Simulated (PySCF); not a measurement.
C5H7F3P2.
Bonds: C1–C2, C2–C3 (triple), C3–P4, P4–C5, C5–P6, P4–C7, C7–F8, C7–F9, C7–F10. Hydrogens: H11, H12, H13 on C1; H14, H15 on C5; H16, H17 on P6.

The same species was optimised twice, with GFN2-xTB and with PBE0-D3(BJ)/def2-SVP (PySCF), and the same property calculations (PySCF, gas phase) were run on both structures.

```csv
coordinate,GFN2-xTB,PBE0-D3(BJ)/def2-SVP,change
C2≡C3 (Å),1.206,1.218,+0.012
C1–C2 (Å),1.440,1.450,+0.010
C7–F10 (Å),1.339,1.331,-0.008
C7–F8 (Å),1.343,1.335,-0.008
P4–C5 (Å),1.859,1.852,-0.007
C5–P6 (Å),1.868,1.862,-0.006
C3–P4 (Å),1.756,1.761,+0.005
C7–F9 (Å),1.343,1.339,-0.004
P4–C7 (Å),1.898,1.896,-0.002
P4–C5–P6 (°),111.3,115.1,+3.8
C3–P4–C7 (°),94.4,97.9,+3.5
C3–P4–C5 (°),99.0,101.4,+2.4
C5–P4–C7 (°),95.2,97.5,+2.3
P4–C7–F9 (°),110.7,108.6,-2.1
C1–C2–C3 (°),177.1,179.2,+2.1
F9–C7–F10 (°),107.1,108.1,+1.0
F8–C7–F10 (°),106.8,107.7,+0.9
C3–P4–C5–P6 (°),-80,-70,+10
C3–P4–C7–F8 (°),-50,-51,-1
```

Rotational constants: A = 944.6, B = 770.6, C = 483.5 MHz (GFN2-xTB) against A = 948.6, B = 744.4, C = 472.2 MHz (PBE0-D3(BJ)/def2-SVP). Point groups within 0.08 Å: C1 and C1.

On the GFN2-xTB structure: HOMO (eV) -7.34 [PBE0/pcSseg-1]; LUMO (eV) -0.60 [PBE0/pcSseg-1]; dipole (D) 2.72 [PBE0/pcSseg-1]; GIAO shielding of C1 (ppm) 180.9 [PBE0/pcSseg-1]; GIAO shielding of C2 (ppm) 71.8 [PBE0/pcSseg-1]; GIAO shielding of C3 (ppm) 108.4 [PBE0/pcSseg-1]; GIAO shielding of P4 (ppm) 364.5 [PBE0/pcSseg-1]; GIAO shielding of C5 (ppm) 173.0 [PBE0/pcSseg-1]; GIAO shielding of P6 (ppm) 503.4 [PBE0/pcSseg-1]; GIAO shielding of C7 (ppm) 47.4 [PBE0/pcSseg-1]; GIAO shielding of F8/F9/F10 (mean) (ppm) 246.2 [PBE0/pcSseg-1].

Question: What do these properties become on the PBE0-D3(BJ)/def2-SVP structure?

Answer: 
```json
{"property": "HOMO (eV)", "level": "PBE0/pcSseg-1", "on GFN2-xTB": "-7.34", "on PBE0-D3(BJ)/def2-SVP": "-7.17", "change": "+0.17"}
{"property": "LUMO (eV)", "level": "PBE0/pcSseg-1", "on GFN2-xTB": "-0.60", "on PBE0-D3(BJ)/def2-SVP": "-0.58", "change": "+0.02"}
{"property": "dipole (D)", "level": "PBE0/pcSseg-1", "on GFN2-xTB": "2.72", "on PBE0-D3(BJ)/def2-SVP": "2.76", "change": "+0.04"}
{"property": "energy, GFN2-xTB geometry as zero (kcal/mol)", "level": "PBE0/pcSseg-1", "on GFN2-xTB": "0.0", "on PBE0-D3(BJ)/def2-SVP": "-1.7", "change": "-1.7"}
{"property": "GIAO shielding of C1 (ppm)", "level": "PBE0/pcSseg-1", "on GFN2-xTB": "180.9", "on PBE0-D3(BJ)/def2-SVP": "178.3", "change": "-2.6"}
{"property": "GIAO shielding of C2 (ppm)", "level": "PBE0/pcSseg-1", "on GFN2-xTB": "71.8", "on PBE0-D3(BJ)/def2-SVP": "68.5", "change": "-3.3"}
{"property": "GIAO shielding of C3 (ppm)", "level": "PBE0/pcSseg-1", "on GFN2-xTB": "108.4", "on PBE0-D3(BJ)/def2-SVP": "108.4", "change": "0.0"}
{"property": "GIAO shielding of P4 (ppm)", "level": "PBE0/pcSseg-1", "on GFN2-xTB": "364.5", "on PBE0-D3(BJ)/def2-SVP": "351.4", "change": "-13.1"}
{"property": "GIAO shielding of C5 (ppm)", "level": "PBE0/pcSseg-1", "on GFN2-xTB": "173.0", "on PBE0-D3(BJ)/def2-SVP": "173.9", "change": "+0.9"}
{"property": "GIAO shielding of P6 (ppm)", "level": "PBE0/pcSseg-1", "on GFN2-xTB": "503.4", "on PBE0-D3(BJ)/def2-SVP": "492.8", "change": "-10.6"}
{"property": "GIAO shielding of C7 (ppm)", "level": "PBE0/pcSseg-1", "on GFN2-xTB": "47.4", "on PBE0-D3(BJ)/def2-SVP": "49.3", "change": "+1.9"}
{"property": "GIAO shielding of F8/F9/F10 (mean) (ppm)", "level": "PBE0/pcSseg-1", "on GFN2-xTB": "246.2", "on PBE0-D3(BJ)/def2-SVP": "250.3", "change": "+4.1"}
```

The heavy atoms differ by 0.085 Å rms after alignment. Among bonds between heavy atoms C2≡C3 changes most (+0.012 Å). Changes are differences of the printed values. Neither structure is proved a minimum here.

Shape of the structure used: `[CH3:1][C:2]#[C:3][P:4]([CH2:5][PH2:6])[C:7]([F:8])([F:9])[F:10]`: C3–P4–C5–P6 -70°, C3–P4–C7–F8 -51°, H–P6–C5–P4 51°, H–P6–C5–P4 -43°.
